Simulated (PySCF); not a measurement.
**Property card for `OCc1cccs1` (2-thiophenemethanol)**

Species: 2-thiophenemethanol, C₅H₆OS.
SMILES with atom numbers: `[OH:1][CH2:2][c:3]1[cH:4][cH:5][cH:6][s:7]1` (hydrogens: H8 on O1; H9, H10 on C2; H11 on C4; H12 on C5; H13 on C6)

Structure used (PBE0-D3(BJ)/def2-SVP), in Å, numbered top down from 1:
```
atom  x, y, z in Å
O1    -2.449   -0.540   -0.662
C2    -1.779    0.181    0.340
C3    -0.291    0.010    0.304
C4     0.620    0.616   -0.527
C5     1.943    0.122   -0.360
C6     2.020   -0.863    0.590
S7     0.486   -1.184    1.285
H8    -2.154   -1.456   -0.610
H9    -2.017    1.242    0.171
H10   -2.156   -0.070    1.352
H11    0.338    1.393   -1.239
H12    2.807    0.483   -0.918
H13    2.902   -1.406    0.928
```

Among its groups: aromatic ring with sulfur and alcohol.

**PBE0-D3(BJ)/def2-SVP geometry optimisation, gas phase (PySCF)**

```
Point group                  : C1
Rotational constants A, B, C : 4.514, 1.707, 1.353 GHz
```

From wB97X-D/def2-SVPD ground state, ΔSCF and vertical TDDFT (core frozen in the response) (PySCF):

```
Dipole moment                                                     : 1.49 D
HOMO energy                                                       : -8.75 eV
LUMO energy                                                       : 0.99 eV
HOMO–LUMO gap                                                     : 9.74 eV
Lowest singlet excitation                                         : 5.66 eV (219 nm, f = 0.138)
Strongest line among the 10 lowest singlet transitions            : S8 at 7.42 eV (167 nm, f = 0.174)
Lowest triplet excitation (Tamm–Dancoff)                          : 3.74 eV
Static isotropic polarisability                                   : 79.5 au
Vertical ionisation energy                                        : 8.87 eV
Electronic spatial extent ⟨r²⟩ about the centre of nuclear charge : 886 bohr²
```

B3LYP/pcSseg-2 ground state and GIAO shieldings, non-relativistic (PySCF):

```
13C chemical shifts (computed TMS as zero) by class         : 161.3 (C3), 137.2 (C5), 137.1 (C6), 137.0 (C4), 64.1 (C2) ppm
1H chemical shifts (computed TMS as zero) by class          : 7.32 (H11), 7.23 (H13), 7.20 (H12), 4.66 (H9/H10), 0.09 (H8) ppm
Isotropic shieldings of nuclei other than C and H, by class : 251 (O1), 231 (S7) ppm
```

Monoisotopic mass (most abundant isotopes): 114.0139 u.

The vertical singlet–triplet gap S1 − T1 is 1.92 eV (TDDFT singlet less Tamm–Dancoff triplet; S1: HOMO→LUMO, weight 0.94; T1: HOMO→LUMO, weight 0.93). The polarisability is 11.78 Å³ as a volume (1 au = 0.148185 Å³), or 1.33 au for each of the 60 electrons. S1 lies 4.08 eV below the HOMO–LUMO gap; its leading configuration is HOMO→LUMO, weight 0.94. The dipole matches unit charges of opposite sign 0.31 Å apart (1 e·Å = 4.8032 D). With B = h/(8π²I), that is 505.379 GHz u Å² over I, the principal moments of inertia are 111.9, 296.1 and 373.6 u Å² (most abundant isotopes); the inertial defect Ic − Ia − Ib is -34.4 u Å² (zero for a rigid planar frame, negative otherwise).

For the NMR shielding job (B3LYP/pcSseg-2), the run took 56 s of wall time on an Arm Neoverse V1 with one thread, no GPU, on a shared host.

One conformer stands for the species.
